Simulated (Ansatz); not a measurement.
`N[SiH]([AlH2])[SiH3]`, relaxed with RKS PBE-D4/def2-SVP in the Gaussian-basis code of Ansatz from a rough embedded geometry. The force threshold is 0.03 eV/Å; the program also tests the step.

Charge 0, multiplicity 1.

Start:

```xyz
12

N     1.797   -0.633   -0.308
Si    0.350   -0.222    0.531
Al   -0.034    2.100    0.349
Si   -1.392   -1.360   -0.325
H     2.610   -0.082    0.080
H     1.755   -0.307   -1.315
H     0.470   -0.620    1.971
H    -1.394    2.597   -0.275
H     1.043    3.155    0.990
H    -1.124   -2.750   -0.272
H    -1.481   -0.908   -1.789
H    -2.601   -0.971    0.362
```

How much energy does the relaxation release, and in how many steps? (Estimate.)

The calculation gave: 11.34 kcal/mol, in 24 steps, 1 of them rejected.

Which bonds change most? (Best estimate.)

Ansatz gave: Si2–Al3 from 2.361 to 2.474 Å; Si2–Si4 from 2.250 to 2.361 Å; Si4–H10 from 1.417 to 1.506 Å; Si4–H12 from 1.443 to 1.507 Å.

Give the relaxed structure. (An estimate is asked.)

Computed: 
```xyz
12

N     1.893   -0.680   -0.149
Si    0.360   -0.138    0.562
Al   -0.145    2.282    0.465
Si   -1.350   -1.360   -0.515
H     2.741   -0.313    0.297
H     1.977   -0.525   -1.159
H     0.352   -0.596    2.005
H    -1.493    2.912    1.077
H     0.884    3.274   -0.274
H    -1.183   -2.847   -0.344
H    -1.339   -1.057   -1.993
H    -2.697   -0.952    0.025
```
